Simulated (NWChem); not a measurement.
System: ammonium (NH4 cation); SMILES [NH4+]

Input file for NWChem:

```
start job
memory heap 200 mb stack 900 mb global 1100 mb
charge 1
geometry units angstroms noautosym nocenter noautoz
  N      0.000000     0.000000     0.000000
  H     -0.590962    -0.590962    -0.590962
  H      0.590962     0.590962    -0.590962
  H     -0.590962     0.590962     0.590962
  H      0.590962    -0.590962     0.590962
end
basis spherical
  N library def2-svp
  H library def2-svp
end
dft
  xc pbe0
  iterations 150
end
cosmo
  do_cosmo_smd true
  solvent cychexon
end
task dft energy
```

All runs use the structure optimised with PBE0-D3(BJ)/def2-TZVP. Solvent: cyclohexanone.

Level: PBE0/def2-SVP with SMD (1 M gas to 1 M solution), gas-phase geometry. Reactions with the solvent are ignored.

Task: What results follow from this input? (PBE0/def2-SVP, SMD on the gas-phase geometry.) Quantities: solvation free energy (kcal/mol); cavity-dispersion-structure term (kcal/mol).

Result: 
```json
{
 "solvation free energy (kcal/mol)": "-78.2",
 "cavity-dispersion-structure term (kcal/mol)": "1.5"
}
```
